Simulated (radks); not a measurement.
Gd15+, configuration [Kr] 4d10 4f3. Method: scalar-relativistic Kohn-Sham, r2SCAN, spin-polarised, spherical densities, finite nucleus; open shells are filled with parallel spins first (spin-orbit coupling, left out, can overturn this in heavy ions); meta-GGA in the generalised Kohn-Sham scheme; Fermi nuclear charge, rms radius 5.1569 fm; computed with a radial shooting solver on a logarithmic mesh with Libxc functionals.

Radial electron density D(r) = 4 pi r^2 rho(r):

```
   r/bohr * D(r) (the largest magnitude, 113, reaches the edge; | marks zero)
 0.001676 |    *
  0.00189 |     *
 0.002148 |      *
 0.002442 |       *
 0.002775 |         *
 0.003154 |           *
 0.003556 |             *
 0.004042 |               *
 0.004593 |                  *
 0.005221 |                     *
 0.005886 |                        *
  0.00669 |                           *
 0.007604 |                              *
 0.008642 |                                 *
 0.009822 |                                    *
  0.01107 |                                      *
  0.01259 |                                        *
  0.01431 |                                        *
  0.01626 |                                        *
  0.01833 |                                        *
  0.02083 |                                      *
  0.02368 |                                     *
  0.02691 |                                    *
  0.03059 |                                    *
  0.03449 |                                     *
   0.0392 |                                        *
  0.04455 |                                            *
  0.05063 |                                                *
  0.05709 |                                                    *
  0.06489 |                                                      *
  0.07375 |                                                      *
  0.08382 |                                                   *
  0.09526 |                                              *
   0.1074 |                                          *
   0.1221 |                                        *
   0.1387 |                                          *
   0.1577 |                                             *
   0.1778 |                                               *
   0.2021 |                                               *
   0.2297 |                                          *
    0.261 |                                  *
   0.2967 |                         *
   0.3345 |                    *
   0.3802 |                  *
   0.4321 |                    *
   0.4911 |                      *
   0.5537 |                      *
   0.6293 |                  *
   0.7153 |             *
   0.8129 |        *
   0.9239 |    *
    1.042 | *
    1.184 |*
    1.346 *
    1.529 *
    1.724 *
     1.96 *
    2.228 *
```

D(r) has 4 maxima, at r = 0.0151, 0.0675, 0.188, 0.515 bohr, and minima at 0.0292, 0.124, 0.374 bohr, inside which lie 1.95, 11.18, 29.27 electrons.
